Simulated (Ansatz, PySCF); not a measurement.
The Ansatz (a first-principles code) input:
Ansatz 0.2 input:
```yaml
crystal:
  periodic: [false, false, false]
  atoms:
    - {symbol: As, position_ang: [0.00000000, 0.00000000, 0.00000000]}
basis:
  gaussian:
    orbitals: def2-TZVP
hamiltonian:
  xc: hf
total_charge: -1
magnetization: {spin_polarized: true, initial_magnetization: 2}
accuracy: high
```

Q: Give the equivalent PySCF input.

A: Several could match; the one computed here: 
```python
from pyscf import gto, scf

mol = gto.M(
    atom='''
As    0.000000    0.000000    0.000000
''',
    basis='def2-tzvp',
    charge=-1,
    spin=2,
    verbose=4,
)

mf = scf.UHF(mol)
mf.kernel()
```

Both were run: Ansatz gave -2234.167287 Eh and PySCF -2234.167287 Eh, 0.000 mEh apart.
